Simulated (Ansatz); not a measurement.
```xyz
8

C     2.127    0.290    0.042
C     0.944    0.108    0.183
Si   -0.837   -0.210    0.382
O    -1.552   -0.429   -1.061
F    -1.446    1.055    1.132
H     3.175    0.453   -0.078
H    -1.113   -1.403    1.193
H    -1.298    0.135   -1.793
```

Charge 0, multiplicity 1.

**Question.** List the B3LYP/def2-TZVPP orbital energies in eV (Ansatz 0.2.0). (Estimate.)

**Answer.** Ansatz gave: Occupied: -1800.62, -671.49, -521.07, -277.55, -276.94, -144.94, -100.31, -100.28, -100.24, -32.50, -28.01, -20.91, -16.49, -15.31, -14.21, -13.09, -12.55, -11.93, -10.69, -9.99, -9.86, -8.51, -8.46. Lowest empty: -0.77, -0.62, 0.78, 1.66, 1.90, 2.20, 2.73, 3.63.

B3LYP here is the variant with VWN-RPA as its local correlation; programs differ in this.
